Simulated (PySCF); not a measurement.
Sulfur: a sound run and one with changed settings

Sound run: S⁺ [Ne] 3s2 3p3, S²⁺ [Ne] 3s2 3p2. Computed with PySCF 2.14 in def2-TZVP, with no relativity, point nucleus. The sound run starts from symmetry-adapted Hartree-Fock orbitals and uses a fine grid where one is needed.

Changed run: initial guess minao, at most 50 SCF cycles, level shift 10.0 hartree.

| species | method | sound run (hartree) | changed run (hartree) | converged |
| --- | --- | --- | --- | --- |
| S⁺ | UHF | -397.16268 | -397.16268 | no |
| S⁺ | BP86 | -397.76075 | -397.76069 | no |
| S⁺ | M06-2X | -397.71216 | -397.71215 | no |
| S²⁺ | UHF | -396.32774 | -396.32774 | no |
| S²⁺ | BP86 | -396.90263 | -396.90259 | no |
| S²⁺ | M06-2X | -396.85969 | -396.85968 | no |

A level shift slows the SCF but leaves a converged energy unchanged.
